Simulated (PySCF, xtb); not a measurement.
C4H10O2, SMILES COCC(C)O. One conformer was computed; it need not be the lowest.

Harmonic wavenumbers (cm⁻¹) from GFN2-xTB run with xtb 6.7.1 at its own minimum, in rising order: 82, 99, 172, 182, 229, 321, 378, 406, 470, 501, 887, 936, 959, 1000, 1068, 1114, 1119, 1138, 1154, 1185, 1220, 1242, 1299, 1335, 1363, 1399, 1408, 1468, 1472, 1479, 1491, 1492, 2838, 2861, 2886, 2898, 2922, 3029, 3046, 3049, 3059, 3528.

Problem. What does PySCF with PBE-D3(BJ)/def2-SVP give at its own minimum? (Estimate from the structure and the level; the computed values follow.)

Solution. 90, 131, 179, 223, 239, 338, 379, 476, 490, 522, 850, 907, 916, 983, 1062, 1107, 1133, 1145, 1167, 1185, 1215, 1246, 1305, 1330, 1353, 1393, 1403, 1409, 1418, 1422, 1427, 1450, 2868, 2881, 2897, 2933, 2955, 2977, 3063, 3070, 3080, 3636. Paired by order, the mean absolute difference is 25 cm⁻¹ and the zero-point energies are 86.0 and 86.1 kcal/mol.
